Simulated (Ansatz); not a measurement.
Start from `[SiH3][SiH2]BS` and change one atom or group to get `[SiH3][SiH2]BC=S`.

Ansatz, PBE0-D4/def2-TZVP geometries, multiplicity 1. Each molecule was computed in one conformer, which needn't be the lowest. `[SiH3][SiH2]BC=S` holds a close contact that its SMILES doesn't draw: S···B 2.18 Å.

| property | `[SiH3][SiH2]BS` |
| --- | --- |
| LUMO energy (ωB97M-V/def2-TZVPP) / eV | 0.01 |
| HOMO–LUMO gap (B3LYP/def2-TZVPP) / eV | 5.60 |
| HOMO energy (PBE0/def2-TZVPP) / eV | -7.86 |
| LUMO energy (PBE0/def2-TZVPP) / eV | -1.91 |
| HOMO–LUMO gap (PBE/def2-TZVPP) / eV | 3.98 |
| HOMO energy (ωB97M-V/def2-TZVPP) / eV | -9.87 |

Task: What does the change do to each property? (An estimate is asked.)

Result: The calculation gave: 
```csv
property,`[SiH3][SiH2]BC=S`,shift
LUMO energy (ωB97M-V/def2-TZVPP) / eV,-0.89,-0.90
HOMO–LUMO gap (B3LYP/def2-TZVPP) / eV,4.04,-1.56
HOMO energy (PBE0/def2-TZVPP) / eV,-7.40,0.46
LUMO energy (PBE0/def2-TZVPP) / eV,-3.00,-1.09
HOMO–LUMO gap (PBE/def2-TZVPP) / eV,2.48,-1.50
HOMO energy (ωB97M-V/def2-TZVPP) / eV,-9.39,0.48
```

With PBE0 the HOMO rises by 0.46 eV and the LUMO falls by 1.09 eV, so the gap narrows by about 1.55 eV. PBE moves the HOMO by 0.40 eV and ωB97M-V by 0.48 eV.

B3LYP here is the variant with VWN-RPA as its local correlation; programs differ in this.
